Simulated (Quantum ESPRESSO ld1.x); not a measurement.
Task: All-electron atom: Cd28+ in [Ar] 3d2 (the NIST ground configuration). Method: Dirac Kohn-Sham, relativistic LDA (MacDonald-Vosko exchange, VWN5 correlation), spin-unpolarised, spherical densities, point nucleus; open shells fill j = l - 1/2 first; computed with ld1.x of Quantum ESPRESSO 7.5. Some entries of the table are withheld. Estimate them.

orbital,occ.,eigenvalue (hartree),<r^2> (bohr^2)
1s1/2,2,-1016.09,0.001259
2s1/2,2,-190.590,0.02017
2p1/2,2,(1),0.01501
2p3/2,4,(2),0.01627
3s1/2,2,-66.4898,0.1251
3p1/2,2,-62.9480,0.1168
3p3/2,4,-61.3729,0.1228
3d3/2,2,(3),0.09652
3d5/2,0,(4),0.09811

Result: 
(1) 2p1/2 eigenvalue (hartree): -181.175
(2) 2p3/2 eigenvalue (hartree): -174.086
(3) 3d3/2 eigenvalue (hartree): -55.7138
(4) 3d5/2 eigenvalue (hartree): -55.3588
